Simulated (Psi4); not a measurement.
C4H5 (SMILES [CH2-]C#CC), charge -1, singlet, geometry from GFN2-xTB (a gas-phase anion, which may not be bound at this level), with bond 9-4 at 1.6 times its length; Psi4 with BLYP/3-21G.

Input for Psi4:
```
memory 2 GB

molecule {
-1 1
C    -0.02689703    0.01898413    2.00101260
C    -0.00904766   -0.04049079    0.66114669
C     0.00789498   -0.42450959   -0.53346907
C     0.02444904    0.23607485   -1.86598431
H    -0.95631018    0.02398960    2.57125672
H     0.88696065    0.03044252    2.59575182
H    -0.01375398    1.34661131   -1.85047335
H     0.93433358   -0.04072948   -2.41968026
H    -1.34207098   -0.30270958   -2.83735423
}

set {
  basis 3-21g
  diis_max_vecs 3
}

energy('blyp')
print_variables()
```

Task: Write the output that Psi4 gives for this input, abridged.

Result: 
```
   => Loading Basis Set <=

    Name: 3-21G
    Role: ORBITAL
    Keyword: BASIS

         ---------------------------------------------------------
                                   SCF
               by Justin Turney, Rob Parrish, Andy Simmonett
                          and Daniel G. A. Smith
                              RKS Reference
         ---------------------------------------------------------

  ==> Geometry <==

    Molecular point group: c1
    Full point group: C1

    Geometry (in Angstrom), charge = -1, multiplicity = 1:

       Center              X                  Y                   Z               Mass
    ------------   -----------------  -----------------  -----------------  -----------------
         C           -0.016755652398     0.046386856521     1.978448367524    12.000000000000
         C            0.001093717602    -0.013088063479     0.638582457524    12.000000000000
         C            0.018036357602    -0.397106863479    -0.556033302476    12.000000000000
         C            0.034590417602     0.263477576521    -1.888548542476    12.000000000000
         H           -0.946168802398     0.051392326521     2.548692487524     1.007825032230
         H            0.897102027602     0.057845246521     2.573187587524     1.007825032230
         H           -0.003612602398     1.374014036521    -1.873037582476     1.007825032230
         H            0.944474957602    -0.013326753479    -2.442244492476     1.007825032230
         H           -1.331929602398    -0.275306853479    -2.859918462476     1.007825032230

  Running in c1 symmetry.

  Rotational constants: A =      1.86390  B =      0.12615  C =      0.12542 [cm^-1]
  Rotational constants: A =  55878.42884  B =   3781.75086  C =   3760.03286 [MHz]
  Nuclear repulsion =   92.501450622796639

  Charge       = -1
  Multiplicity = 1
  Electrons    = 30
  Nalpha       = 15
  Nbeta        = 15

  ==> Algorithm <==

  SCF Algorithm Type is DF.
  DIIS enabled.
  MOM disabled.
  Fractional occupation disabled.
  Guess Type is SAD.
  Energy threshold   = 1.00e-06
  Density threshold  = 1.00e-06
  Integral threshold = 1.00e-12

  ==> Primary Basis <==

  Basis Set: 3-21G
    Blend: 3-21G
    Number of shells: 30
    Number of basis functions: 46
    Number of Cartesian functions: 46
    Spherical Harmonics?: false
    Max angular momentum: 1

  ==> DFT Potential <==

   => LibXC <=

    Version 7.1.2
[...]
   @DF-RKS iter  88:  -154.31245728454724   -3.19690e-09   5.34756e-06 DIIS
   @DF-RKS iter  89:  -154.31245723992203    4.46252e-08   7.71555e-06 DIIS
   @DF-RKS iter  90:  -154.31245726774586   -2.78238e-08   5.04267e-06 DIIS
   @DF-RKS iter  91:  -154.31245730448103   -3.67352e-08   3.98435e-06 DIIS
   @DF-RKS iter  92:  -154.31245728521085    1.92702e-08   5.18469e-06 DIIS
   @DF-RKS iter  93:  -154.31245729671829   -1.15074e-08   4.44033e-06 DIIS
   @DF-RKS iter  94:  -154.31245728950694    7.21136e-09   3.95948e-06 DIIS
   @DF-RKS iter  95:  -154.31245730512069   -1.56138e-08   3.87982e-06 DIIS
   @DF-RKS iter  96:  -154.31245731195554   -6.83485e-09   3.03980e-06 DIIS
   @DF-RKS iter  97:  -154.31245729760425    1.43513e-08   4.48167e-06 DIIS
   @DF-RKS iter  98:  -154.31245730030506   -2.70080e-09   3.27722e-06 DIIS
   @DF-RKS iter  99:  -154.31245731752796   -1.72229e-08   2.41918e-06 DIIS
   @DF-RKS iter 100:  -154.31245731291614    4.61182e-09   2.92254e-06 DIIS

PsiException: Could not converge SCF iterations in 100 iterations.

  Failed to converge.

Traceback (most recent call last):
  File "psi4", line 375, in <module>
  File "<string>", line 30, in <module>
  File "site-packages/psi4/driver/driver.py", line 533, in energy
  File "site-packages/psi4/driver/procrouting/proc.py", line 2760, in run_scf
  File "site-packages/psi4/driver/procrouting/proc.py", line 2047, in scf_helper
  File "site-packages/psi4/driver/procrouting/scf_proc/scf_iterator.py", line 93, in scf_compute_energy
  File "site-packages/psi4/driver/procrouting/scf_proc/scf_iterator.py", line 86, in scf_compute_energy
  File "site-packages/psi4/driver/procrouting/scf_proc/scf_iterator.py", line 609, in scf_iterate

psi4.driver.p4util.exceptions.SCFConvergenceError: Could not converge SCF iterations in 100 iterations.

Printing out the relevant lines from the Psithon --> Python processed input file:
    H    -1.34207098   -0.30270958   -2.83735423
    """)
    core.IO.set_default_namespace("")
    core.set_global_option("BASIS", "3-21g")
    core.set_global_option("DIIS_MAX_VECS", 3)
--> energy('blyp')
    print_variables()

!-------------------------------------------------------!
!                                                       !
!  Could not converge SCF iterations in 100 iterations. !
!                                                       !
!-------------------------------------------------------!
```

Convergence was not reached.
